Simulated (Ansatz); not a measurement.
Basis-set extrapolation for `CSB(C)F` (PBE0-D4/def2-TZVP geometry, frozen core, the Gaussian-basis code of Ansatz). Multiplicity 1, RHF reference.

```csv
,def2-TZVPP,def2-QZVPP
HF,-601.078990,-601.099402
MP2 correlation,-0.875079,-0.943720
CCSD(T) correlation,-0.956538,not run
```

Energies in hartree. Use E(X) = E(∞) + A·exp(−7.88·√X) for Hartree–Fock and E(X) = E(∞) + B·X^(−2.97) for correlation, with X = 3 and 4, and add CCSD(T) minus MP2 of the smaller set to the MP2 limit.

Question: What is the CCSD(T) energy at the basis-set limit?

Answer: HF limit: -601.099402 + (-0.020412) × 0.13774 = -601.10221. MP2 limit: -0.943720 + (-0.068641) × 0.74074 = -0.99457. Higher-order term: -0.956538 − (-0.875079) = -0.08146. Total: -602.17824 hartree, 374.7 kJ/mol below CCSD(T)/def2-TZVPP.
